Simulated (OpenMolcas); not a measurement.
Fe3+ among 5 point charges of -2.6 e arranged as a square pyramid (C4v), 1.78 Å from the ion, with the axial distance 1.531 Å. The active orbitals were held to one l.
```
   1.7800    0.0000    0.0000  -2.60
   0.0000    1.7800    0.0000  -2.60
  -1.7800    0.0000    0.0000  -2.60
   0.0000   -1.7800    0.0000  -2.60
   0.0000    0.0000    1.5308  -2.60
```

```yaml
Program: OpenMolcas
Method: CASSCF
Basis: ANO-RCC-VDZP [5s4p2d1f]
Scalar_Hamiltonian: DKH2, point nucleus
Active_space: 5 electrons in 5 orbitals (3d)
State_averaging: 2S+1 = 6 even, 1 root; 2S+1 = 4 even, 24 roots; 2S+1 = 2 even, 75 roots
Spin-orbit_coupling: RASSI with atomic mean-field integrals over the reference wave functions
```

(1) What is the spin-free ground state?

(2) What are the lowest two levels with spin-orbit coupling?

(3) What is χT at 300 K, and how does it compare with the textbook value?

Results:

(1) A state of multiplicity 6, 1-fold in its orbital part, 100 % from free-ion S terms; it has the highest spin that d5 allows.

(2) A 2-fold level with g = 2.00, 6.01, 6.01, then a 2-fold level 0.1 cm-1 above it. Their leading multiplicities are 6 (100 %) and 6 (100 %).

(3) The lowest level has 2S+1 = 6, for which the spin-only value is χT = S(S+1) / 2 = 4.375 cm3 K/mol (g = 2). The computed 4.386 at 300 K differs by +0.011, little more than the free-electron g of 2.0023 accounts for.

Without dynamic correlation the repulsion within the d shell is too large (B by tens of per cent), so at a given field states of lower spin stand too high. This is an electrostatic model: the charges have no orbitals. An unlabelled pair can be two single states that coincide in this model. No measured value stands beside these numbers.
